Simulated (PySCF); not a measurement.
Does the answer move with the share of exact exchange?

Compound: C₂H₈BNO.
SMILES: `C=C[B@@H-]([NH3+])O`

Torsions of this conformer, `[CH2:1]=[CH:2][B@@H-:3]([NH3+:4])[OH:5]`: C1–C2–B3–N4 -2°, H–O5–B3–C2 -12°.

PySCF, def2-SVPD basis, density fitting, gas phase, PBE0-D3(BJ)/def2-SVP geometry; singlet excitations by full TDDFT with frozen cores, triplets by Tamm–Dancoff TDDFT and ionisation energies by ΔSCF, from the lowest of the holes tried. One functional is left out:

```tsv
functional	exact exchange (%)	HOMO energy (eV)	LUMO energy (eV)	lowest singlet excitation (eV)	lowest triplet excitation (eV)	dipole moment (D)	mean polarisability (au)	vertical ionisation energy (eV)
LDA	0	-5.85	-1.09	4.87	4.52	4.268	62.6	8.90
PBE	0	-5.75	-0.97	4.89	4.36	4.259	61.7	8.74
PBE0	25	-7.03	-0.19	5.79	4.29	4.380	58.4	9.07
BHandHLYP	50	-8.10	0.33	6.29	4.22	4.445	56.4	9.17
```

Predict the row of B3LYP (20 % exact exchange) by straight lines through the other rows, and check it.

```
                       property   line  computed  computed − line  PBE0 (25 %), for comparison
               HOMO energy (eV)  -6.74     -6.84            -0.10                        -7.03
               LUMO energy (eV)  -0.45     -0.51            -0.06                        -0.19
 lowest singlet excitation (eV)   5.50      5.51            +0.01                         5.79
 lowest triplet excitation (eV)   4.34      4.37            +0.03                         4.29
              dipole moment (D)  4.343     4.352           +0.009                        4.380
       mean polarisability (au)   59.6      59.2             -0.4                         58.4
vertical ionisation energy (eV)   8.98      9.07            +0.09                         9.07
```

Which of these properties follows the share of exact exchange most closely, and which least?

Most closely the HOMO energy, least the lowest triplet excitation; the correlations over the tabulated rows are HOMO energy -0.999, LUMO energy 0.990, lowest singlet excitation 0.989, dipole moment 0.989, mean polarisability -0.981, vertical ionisation energy 0.918, lowest triplet excitation -0.847. The HOMO energy moves by -0.463 eV for every 10 %. Functionals with the same share still differ in their other parts: at 0 % LDA and PBE differ by 0.10 eV in it.
